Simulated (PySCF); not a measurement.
PySCF input for C2H6F2Si, SMILES C[SiH2]C(F)F, HF/pcSseg-1. Geometry optimised at B3LYP-D3(BJ)/def2-SVP. One conformer was computed; it need not be the lowest.

```python
import numpy as np
from pyscf import gto, scf, dft
from pyscf.prop.nmr import rhf as nmr

mol = gto.M(
    atom='''
    C    -0.96227089   -1.75566579    0.00000010
    Si    0.70623116   -0.89901092   -0.00000007
    C     0.37258105    0.99696789   -0.00000004
    F    -0.37215387    1.31621465   -1.10853294
    F    -0.37215364    1.31621465    1.10853302
    H    -1.53624709   -1.45821266    0.89131927
    H    -0.85723357   -2.85154996    0.00000008
    H    -1.53624727   -1.45821266   -0.89131896
    H     1.50728359   -1.21822505   -1.21633988
    H     1.50728384   -1.21822506    1.21633956
    H     1.26483088    1.65090195   -0.00000013
    ''',
    basis='pcSseg-1',
    charge=0,
    spin=0,
    max_memory=1600,
    verbose=3,
)
mf = scf.RHF(mol)
mf.conv_tol = 1e-10
mf.max_cycle = 100
mf.kernel()
n = nmr.NMR(mf)
n.verbose = 2
n.max_cycle_cphf = 60
sigma = n.kernel()
print('atom   isotropic/ppm   span/ppm')
for i, s in enumerate(sigma):
    w = np.linalg.eigvalsh((s + s.T) / 2)
    print(f'{mol.atom_symbol(i):2s}{i + 1:3d} {w.mean():14.3f} {w[2] - w[0]:11.3f}')
```

Output:

```
converged SCF energy = -566.98037907236
atom   isotropic/ppm   span/ppm
C   1        201.239      13.237
Si  2        428.968      56.312
C   3         80.409      36.414
F   4        369.621     273.235
F   5        369.621     273.235
H   6         31.046      12.273
H   7         31.414      13.191
H   8         31.046      12.273
H   9         27.859       8.221
H  10         27.859       8.221
H  11         25.979       6.171
```

Self-consistency was reached.
